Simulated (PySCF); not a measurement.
These are PBE-D3(BJ)/def2-TZVP // B3LYP-D3(BJ)/def2-TZVP (PySCF 2.14.0) values and carry that method's errors. Gas-phase values, no solvent. 

Reference species (SMILES): `C(Br)(Br)(Br)Br` (neutral, multiplicity 1).

```
Property        Value
-------------  ------
dipole moment  0.00 D
```

Changed species: `BrCBr` (whole molecule; the reference has whole molecule).

Q: Give the shifts of the dipole moment.

A: the dipole moment goes up by 1.46 D, to 1.46 D.
